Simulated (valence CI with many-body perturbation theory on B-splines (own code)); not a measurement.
**Level structure of Ce6+**

Computed by relativistic CI+MBPT: six valence electrons over a frozen Dirac-Fock core [Kr] 4d10, a basis of 7 s, 7 p, 7 d, 7 f, 4 g, 2 h functions for each j, with the one-electron correlation potential Σ1 (screened to all orders), the two-electron term Σ2, the three-electron term Σ3, Breit, model QED; selected single and double excitations, second order for the rest, scaled by the run's own slope (own B-spline code, finite nucleus).

With an open or low-lying f shell, different configurations can be misplaced against each other by up to about 5,000 cm⁻¹. No measured levels were compared; by estimate levels hold to about 250 cm⁻¹ or 0.2 % of their energy and the worst to 1 %, as in measured heavy ions of charge 2 to 7; those with d or f electrons hold less well. Among the levels kept, up to 960 cm⁻¹ of a level comes from second order outside the variational space, and about a tenth of that is noise between levels of different J, which matters for small intervals. Only levels of the ground parity were solved; by the run's estimate the other parity begins above the list, which can be wrong where configurations are misplaced.

Levels 1 to 32 of 32, with energies above the lowest level, 5s2 5p4 3P_2. "Leading %" is the weight of the configuration and term that name the level; weights of strongly mixed levels are sums over their largest components and can fall short. In the jj column 3d3/2^4 stands for four electrons in 3d with j = 3/2. Lifetimes count E1, E2, E3, M1 and M2 decay at the calculated energies, and are blank where another channel may lead or the interval is too uncertain; long ones can be off by a factor of two.

| No. | Configuration | Term | J | E (cm⁻¹) | Leading % | Lifetime | Leading jj |
| --- | --- | --- | --- | --- | --- | --- | --- |
| 1 | 5s2 5p4 | 3P | 2 | 0.0 | 77 |  | 5s^2 5p1/2^2 5p3/2^2 (92 %) |
| 2 | 5s2 5p4 | 3P | 0 | 14286 | 61 | 4.38 s | 5s^2 5p1/2^2 5p3/2^2 (85 %) |
| 3 | 5s2 5p4 | 3P | 1 | 24638 | 94 | 3.48 ms | 5s^2 5p1/2 5p3/2^3 (94 %) |
| 4 | 5s2 5p4 | 1D | 2 | 33184 | 74 | 4.35 ms | 5s^2 5p1/2 5p3/2^3 (89 %) |
| 5 | 5s2 5p4 | 1S | 0 | 69295 | 61 | 568 μs | 5s^2 5p3/2^4 (83 %) |
| 6 | 4f 5s2 5p3 | 5F | 3 | 82099 | 39 |  | 4f5/2 5s^2 5p1/2^2 5p3/2 (85 %) |
| 7 | 4f 5s2 5p3 | 5F | 4 | 83391 | 54 |  | 4f5/2 5s^2 5p1/2^2 5p3/2 (40 %) |
| 8 | 4f 5s2 5p3 | 5F | 2 | 84392 | 67 | 15.9 ms | 4f5/2 5s^2 5p1/2^2 5p3/2 (66 %) |
| 9 | 4f 5s2 5p3 | 5F | 1 | 84997 | 74 | 33.4 ms | 4f5/2 5s^2 5p1/2^2 5p3/2 (63 %) |
| 10 | 4f 5s2 5p3 | 5F | 5 | 86465 | 68 |  | 4f7/2 5s^2 5p1/2^2 5p3/2 (69 %) |
| 11 | 4f 5s2 5p3 | 3F | 3 | 87836 | 32 | 8.60 ms | 4f7/2 5s^2 5p1/2^2 5p3/2 (80 %) |
| 12 | 4f 5s2 5p3 | 3F | 4 | 95988 | 50 | 3.13 ms | 4f5/2 5s^2 5p1/2^2 5p3/2 (41 %) |
| 13 | 4f 5s2 5p3 | 3F | 2 | 97122 | 70 | 5.77 ms | 4f7/2 5s^2 5p1/2^2 5p3/2 (59 %) |
| 14 | 4f 5s2 5p3 | 3G | 3 | 103480 | 48 | 3.51 ms | 4f5/2 5s^2 5p1/2 5p3/2^2 (79 %) |
| 15 | 4f 5s2 5p3 | 3G | 4 | 104910 | 47 | 4.30 ms | 4f7/2 5s^2 5p1/2 5p3/2^2 (63 %) |
| 16 | 4f 5s2 5p3 | 3F | 2 | 105430 | 41 | 1.93 ms | 4f5/2 5s^2 5p1/2 5p3/2^2 (71 %) |
| 17 | 4f 5s2 5p3 | 3F | 4 | 108540 | 47 | 9.40 ms | 4f5/2 5s^2 5p1/2 5p3/2^2 (61 %) |
| 18 | 4f 5s2 5p3 | 3H | 5 | 109780 | 40 | 6.45 ms | 4f7/2 5s^2 5p1/2 5p3/2^2 (76 %) |
| 19 | 4f 5s2 5p3 | 3D | 3 | 109820 | 54 | 1.82 ms | 4f7/2 5s^2 5p1/2 5p3/2^2 (53 %) |
| 20 | 4f 5s2 5p3 | 1P | 1 | 109870 | 63 | 1.97 ms | 4f5/2 5s^2 5p1/2 5p3/2^2 (60 %) |
| 21 | 4f 5s2 5p3 | 3G | 5 | 114900 | 77 |  | 4f7/2 5s^2 5p1/2 5p3/2^2 (55 %) |
| 22 | 4f 5s2 5p3 | 3F | 2 | 115490 | 31 | 887 μs | 4f5/2 5s^2 5p1/2 5p3/2^2 (69 %) |
| 23 | 4f 5s2 5p3 | 3F | 4 | 115940 | 51 | 1.18 ms | 4f5/2 5s^2 5p1/2 5p3/2^2 (62 %) |
| 24 | 4f 5s2 5p3 | 1H | 5 | 116110 | 44 |  | 4f5/2 5s^2 5p1/2 5p3/2^2 (65 %) |
| 25 | 4f 5s2 5p3 | 3H | 6 | 117860 | 95 | 27.1 ms | 4f7/2 5s^2 5p1/2 5p3/2^2 (95 %) |
| 26 | 4f 5s2 5p3 | 3D | 1 | 118530 | 92 | 1.40 ms | 4f5/2 5s^2 5p1/2 5p3/2^2 (66 %) |
| 27 | 4f 5s2 5p3 | 3F | 3 | 119060 | 92 | 1.15 ms | 4f5/2 5s^2 5p1/2 5p3/2^2 (52 %) |
| 28 | 4f 5s2 5p3 | 3D | 2 | 119360 | 36 | 1.68 ms | 4f7/2 5s^2 5p1/2 5p3/2^2 (60 %) |
| 29 | 4f 5s2 5p3 | 3P | 1 | 121870 | 73 | 842 μs | 4f7/2 5s^2 5p1/2 5p3/2^2 (62 %) |
| 30 | 4f 5s2 5p3 | 1D | 2 | 122480 | 55 | 2.51 ms | 4f7/2 5s^2 5p1/2 5p3/2^2 (78 %) |
| 31 | 4f 5s2 5p3 | 3P | 0 | 122790 | 90 | 482 μs | 4f5/2 5s^2 5p1/2 5p3/2^2 (90 %) |
| 32 | 4f 5s2 5p3 | 1F | 3 | 123070 | 61 | 2.04 ms | 4f7/2 5s^2 5p1/2 5p3/2^2 (58 %) |

Names give the largest LS component (configuration and term), which can be under half, so a name can repeat, a term be missing and a line seem to break the LS rules; names also repeat where a configuration has a term twice.

Where two levels of one J and parity lie close, their mixing, g and order are uncertain.

The ionisation energy to 5s2 5p3 4S°_3/2 of the next ion comes out as 92.93 eV (NIST: 91 ± 2 eV (theoretical)). All 32 levels together are meant to be complete up to 123560 cm⁻¹.
